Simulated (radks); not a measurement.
Results of a calculation; reference values are marked as such.
Charge is removed step by step from the 5s1/2 level of Ce+, starting from [Xe] 4f1 5d2. Level of theory: Dirac Kohn-Sham, PBE, spin-unpolarised, spherical densities, finite nucleus; open shells are shared between the two j in proportion to 2j + 1; Fermi nuclear charge, rms radius 4.8771 fm (a radial shooting solver on a logarithmic mesh with Libxc functionals).

removed (e)  E - E(0) (eV)  eigenvalue (eV)  E minus straight line (eV)
0                    0.000          -44.391                       0.000
0.1                  4.492          -45.457                      -0.506
0.2                  9.092          -46.545                      -0.904
0.3                 13.802          -47.652                      -1.193
0.4                 18.623          -48.776                      -1.369
0.5                 23.558          -49.917                      -1.433
0.6                 28.607          -51.074                      -1.382
0.7                 33.773          -52.244                      -1.214
0.8                 39.056          -53.428                      -0.929
0.9                 44.459          -54.624                      -0.525
1                   49.981          -55.832                       0.000

Removing the whole electron costs 49.981 eV by Delta-SCF, against 44.391 eV from minus the eigenvalue at the starting occupation. Slater's transition state (half an electron removed) gives 49.917 eV. Integrating minus the eigenvalue over the occupation (Janak's theorem) gives 49.981 eV. The mean slope of the eigenvalue, de/dn, is 11.4 eV per electron.
